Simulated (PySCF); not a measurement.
# Which basis set comes closest?

Molecule: `CCc1ccccn1`, C7H9N.

Molfile (atoms numbered from 1):
```
C7H9N
     RDKit          3D

 17 17  0  0  0  0  0  0  0  0999 V2000
   -2.5549   -0.6669    0.4592 C   0  0  0  0  0  0  0  0  0  0  0  0
   -1.6615   -0.1905   -0.6799 C   0  0  0  0  0  0  0  0  0  0  0  0
   -0.2247   -0.0436   -0.2579 C   0  0  0  0  0  0  0  0  0  0  0  0
    0.4374    1.1891   -0.3068 C   0  0  0  0  0  0  0  0  0  0  0  0
    1.7644    1.2627    0.1071 C   0  0  0  0  0  0  0  0  0  0  0  0
    2.3908    0.1051    0.5591 C   0  0  0  0  0  0  0  0  0  0  0  0
    1.6474   -1.0753    0.5734 C   0  0  0  0  0  0  0  0  0  0  0  0
    0.3818   -1.1515    0.1798 N   0  0  0  0  0  0  0  0  0  0  0  0
   -3.5888   -0.8231    0.1168 H   0  0  0  0  0  0  0  0  0  0  0  0
   -2.1721   -1.6159    0.8618 H   0  0  0  0  0  0  0  0  0  0  0  0
   -2.5747    0.0650    1.2817 H   0  0  0  0  0  0  0  0  0  0  0  0
   -1.6968   -0.9264   -1.5010 H   0  0  0  0  0  0  0  0  0  0  0  0
   -2.0265    0.7643   -1.0893 H   0  0  0  0  0  0  0  0  0  0  0  0
   -0.0873    2.0770   -0.6672 H   0  0  0  0  0  0  0  0  0  0  0  0
    2.3022    2.2139    0.0776 H   0  0  0  0  0  0  0  0  0  0  0  0
    3.4301    0.1114    0.8939 H   0  0  0  0  0  0  0  0  0  0  0  0
    2.1055   -2.0088    0.9223 H   0  0  0  0  0  0  0  0  0  0  0  0
  1  2  1  0
  2  3  1  0
  3  4  2  0
  4  5  1  0
  5  6  2  0
  6  7  1  0
  7  8  2  0
  8  3  1  0
  1  9  1  0
  1 10  1  0
  1 11  1  0
  2 12  1  0
  2 13  1  0
  4 14  1  0
  5 15  1  0
  6 16  1  0
  7 17  1  0
M  END
```

Geometry PBE0-D3(BJ)/def2-SVP throughout; GIAO in PySCF, gas phase, one conformer, non-relativistic; equivalent atoms averaged; functional PBE0.

Reference values (estimated from measurements, as parent shift plus tabulated substituent increments; solution, not stated per compound (mostly CDCl3 or CCl4); Pretsch, Buehlmann, Badertscher, Structure Determination of Organic Compounds, 4th ed. (2009)): δ(C3) = 163.5 ppm, δ(C4) = 122.0 ppm, δ(C5) = 136.3 ppm, δ(C6) = 120.9 ppm, δ(C7) = 149.2 ppm, δ(H14) = 7.16 ppm, δ(H15) = 7.63 ppm, δ(H16) = 7.10 ppm. Computed shifts are taken against TMS, calculated as an isolated molecule at each level.

How do the basis sets STO-3G, pcSseg-0, 6-31G, 6-31G*, cc-pVDZ, def2-SVP, pcSseg-1, aug-cc-pVDZ, 6-311+G(2d,p), def2-TZVP perform against the reference? Times are CPU seconds on 1 thread of an Arm Neoverse V1, shared host.

Results:


```
    basis set  functions     C3     C4     C5     C6     C7   H14   H15   H16  mean abs. error C  mean abs. error H  core-s
       STO-3G         49  128.2  107.8  113.0  105.9  120.8  6.93  7.20  7.02               23.2               0.25     5.2
     pcSseg-0         90  175.3  132.9  145.1  131.0  162.5  7.12  7.43  7.02               11.0               0.11     9.8
        6-31G         90  158.8  119.7  130.5  117.8  144.9  7.23  7.52  7.21                4.0               0.10      11
       6-31G*        130  156.4  117.2  129.4  115.2  143.6  6.93  7.36  6.88                6.0               0.24      16
      cc-pVDZ        157  163.4  122.4  134.9  120.9  148.6  6.99  7.44  6.91                0.5               0.18      22
     def2-SVP        157  162.3  120.7  133.6  118.8  147.5  6.94  7.36  6.83                1.8               0.25      20
     pcSseg-1        181  169.6  127.1  141.6  125.6  155.5  7.08  7.61  7.04                5.5               0.05      22
  aug-cc-pVDZ        265  164.0  120.4  134.1  119.4  149.4  7.30  7.76  7.24                1.2               0.14      50
6-311+G(2d,p)        270  168.8  125.0  139.7  123.4  153.8  7.23  7.69  7.18                3.8               0.07      45
    def2-TZVP        302  171.0  126.5  141.2  124.8  155.2  7.22  7.67  7.17                5.4               0.06      62
```

For 13C the closest is cc-pVDZ (0.5 ppm) and the furthest STO-3G (23.2 ppm).

For 1H the closest is pcSseg-1 (0.05 ppm, with def2-TZVP, 6-311+G(2d,p) practically level) and the furthest def2-SVP (0.25 ppm). Where a smaller basis beats a larger one, errors probably cancel. One molecule is a small sample, and vibrational and solvent effects are absent from the calculation.

A small basis that lands close on one nucleus may do so by chance; judge by the trend and by all nuclei.
